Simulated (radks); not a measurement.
Results of a calculation; reference values are marked as such.
Neutral zirconium inside a hard spherical wall (all orbitals vanish at R), configuration held at [Kr] 4d2 5s2 and not refilled when levels cross. Level of theory: scalar-relativistic Kohn-Sham, PBE, spin-polarised, spherical densities, finite nucleus; open shells are filled with parallel spins first (spin-orbit coupling, left out, can overturn this in heavy ions); Fermi nuclear charge, rms radius 4.2694 fm (a radial shooting solver on a logarithmic mesh with Libxc functionals). Eigenvalues in eV for spin up, with the zero of energy where the potential of the charges vanishes at infinity; a dash marks a level that is unbound or too diffuse for the functional's potential to be trusted. A positive occupied level is held by the wall or, in an anion where self-interaction has pushed it up, behind a barrier. The pressure on the wall is -dE/dV.

R (bohr) = free: E (hartree) -3598.51063; kinetic (hartree) 3699.966; e(4s) -54.812; e(4p) -32.852; e(5s) -4.700; e(4d) -4.058; e(5p, empty) -1.601; e(6s, empty) -; pressure (GPa) 0
R (bohr) = 12: E (hartree) -3598.51046; kinetic (hartree) 3699.968; e(4s) -54.795; e(4p) -32.836; e(5s) -4.687; e(4d) -4.043; e(5p, empty) -1.556; e(6s, empty) 0.891; pressure (GPa) 0.00293
R (bohr) = 10: E (hartree) -3598.50921; kinetic (hartree) 3699.980; e(4s) -54.714; e(4p) -32.755; e(5s) -4.625; e(4d) -3.971; e(5p, empty) -1.408; e(6s, empty) 2.068; pressure (GPa) 0.0348
R (bohr) = 7: E (hartree) -3598.47896; kinetic (hartree) 3700.161; e(4s) -53.756; e(4p) -31.814; e(5s) -3.789; e(4d) -3.140; e(5p, empty) 0.039; e(6s, empty) 8.624; pressure (GPa) 1.56
R (bohr) = 6: E (hartree) -3598.42147; kinetic (hartree) 3700.432; e(4s) -52.638; e(4p) -30.727; e(5s) -2.617; e(4d) -2.165; e(5p, empty) 1.829; e(6s, empty) 14.967; pressure (GPa) 6.05
R (bohr) = 4: E (hartree) -3597.70143; kinetic (hartree) 3703.082; e(4s) -46.175; e(4p) -24.581; e(5s) 8.118; e(4d) 4.257; e(5p, empty) 16.410; e(6s, empty) 56.163; pressure (GPa) 144
R (bohr) = 1.5: E (hartree) -3541.90047; kinetic (hartree) 3858.856; e(4s) 84.010; e(4p) 118.16; e(5s) 420.59; e(4d) 174.06; e(5p, empty) 450.30; e(6s, empty) 917.09; pressure (GPa) 149000
